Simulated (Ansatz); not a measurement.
The cluster SnPt₄⁻. Charge -1, multiplicity 2. Geometry PBE-D4/def2-SVPD; atoms count from 1.

| atom | x (Å) | y (Å) | z (Å) |
| --- | --- | --- | --- |
| Pt1 | -0.435 | -0.180 | -0.711 |
| Pt2 | -0.544 | -0.804 | 1.836 |
| Pt3 | -0.417 | 1.708 | 1.111 |
| Pt4 | -0.305 | -0.866 | -3.016 |
| Sn5 | 1.701 | 0.141 | 0.781 |

In the def2 sets Pt, Sn take a core potential; there is no spin–orbit coupling. The charge -1 doublet is spin-contaminated (final ⟨S²⟩ up to 1.01, 0.75 for a pure state). Another isomer (doublet) lies 0.77 eV lower at PBE0-D4/def2-TZVPD; other spin states weren't run for this one.

Q: Estimate the Mulliken populations from the PBE0/def2-TZVPD orbitals of Ansatz.

A: 
| atom | charge (e) | spin (α − β) | d electrons |
| --- | --- | --- | --- |
| Pt1 | -0.26 | -0.09 | 8.76 |
| Pt2 | -0.12 | 0.27 | 9.08 |
| Pt3 | -0.12 | 0.34 | 9.07 |
| Pt4 | -0.36 | 0.50 | 9.06 |
| Sn5 | -0.14 | -0.01 | – |
Mulliken values depend strongly on the basis. With diffuse functions, as here, like atoms can get unlike values, and bond orders can come out too low or too high.

Q: Where does the spin sit?

A: Summed by element: Pt 1.01, Sn -0.01, of 1 unpaired in all. Largest on single atoms: Pt4 0.50, Pt3 0.34, Pt2 0.27.

Q: And the Mayer bond orders between heavy atoms (over 0.3)?

A: Pt1–Pt2 0.52 (2.62 Å); Pt1–Pt3 0.53 (2.62 Å); Pt1–Pt4 1.34 (2.41 Å); Pt1–Sn5 0.84 (2.63 Å); Pt2–Pt3 0.61 (2.62 Å); Pt2–Sn5 0.78 (2.65 Å); Pt3–Sn5 0.78 (2.66 Å).
